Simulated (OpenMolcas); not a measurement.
Nb3+: ligand-field states by method

Nb3+ with its 8 nearest fluoride ions at 2.232 Å, on the Ca site of CaF2 (a = 5.46294 Å, distance in the model lattice 2.366 Å). The rest of the host is ab initio model potentials to 7.6 Å and point charges beyond; the distance is set by hand and nothing relaxes, and no local charge compensation is placed. Ligand basis ANO-RCC-VDZP.

| Quantity | Value |
| --- | --- |
| Program | OpenMolcas |
| Basis | ANO-RCC-VDZP [6s5p3d1f] |
| Scalar Hamiltonian | DKH2, point nucleus |
| Active space | 2 electrons in 5 orbitals (4d) |
| State averaging | 2S+1 = 3 even, 10 roots; 2S+1 = 1 even, 15 roots |
| Spin-orbit coupling | RASSI with atomic mean-field integrals over the reference wave functions |

I. CASSCF
II. SS-CASPT2, IPEA 0.25 Eh, imaginary shift 0.1 Eh (closed shells correlated: 4s 4p and the ligand valence shells)

Spin-free states (labels of O, the rotations of Oh) in cm-1, each column counted from its own energy of the first state listed:

| State | Degeneracy | I | II |
| --- | --- | --- | --- |
| 3A2 | 1 | 0 | 0 |
| 1E | 2 | 10987 | 8510 |
| 3T2 | 3 | 16518 | 16910 |
| 1A1 | 1 | 19675 | 16500 |
| 3T1 | 3 | 23400 | 22610 |
| 1T2 | 3 | 27217 | 25060 |
| 1T1 | 3 | 30416 | 28240 |
| 3T1 | 3 | 36717 | 36830 |
| 1E | 2 | 45438 | 44710 |
| 1T2 | 3 | 45666 | 44360 |
| 1A1 | 1 | 62849 | 57410 |

From I to II, I's first state of the same spin (3T2) moves from 16518 to 16910 cm-1, by about +390 cm-1.

From I to II, I's first state of another spin (1E) moves from 10987 to 8510 cm-1, by about -2500 cm-1.

I: A least-squares ligand-field fit to the states below 45000 cm-1, each weighted by its degeneracy and with a free common offset, gives 10Dq = -16483 cm-1 (negative for this site), B = 709 cm-1 and C = 2712 cm-1 (C/B = 3.83), with an rms deviation of 40 cm-1. The same method and metal basis give the free ion B = 760 cm-1 (fit to its terms below 60000 cm-1, rms deviation 30 cm-1), so the nephelauxetic ratio is β = 709 / 760 = 0.93; it hangs on how both fits weigh the states, and computed free-ion B values tend to be too large, so β mixes covalency with correlation.

χT at 300 K: I 0.90, II 0.90 cm3 K/mol.

Roots that are degenerate in the reference are averaged as groups; the widest CASPT2 spread within a group is 420 cm-1 (the 3-fold group of multiplicity 3 near 16900 cm-1 above the lowest state of its run, II). Shifts and gaps below about the spread of the groups concerned are not significant. Over all roots computed the reference weight is 0.69 to 0.70 in II; a low but even weight reflects the number of correlated electrons. Ligand-to-metal charge-transfer states are missing. With no ligand orbital active B as a rule stays too high, so bands that hang on it stand too high and its fall with covalency is understated. Without dynamic correlation the repulsion within the d shell is too large (B by tens of per cent), so at a given field states of lower spin stand too high (holds for I). With metal d orbitals alone the field can be off either way by tens of per cent (holds for I). With one d shell and no ligand orbital active, 10Dq can be off by a tenth or more (holds for II). No measured value stands beside these numbers; the geometry was set by hand and not optimised.
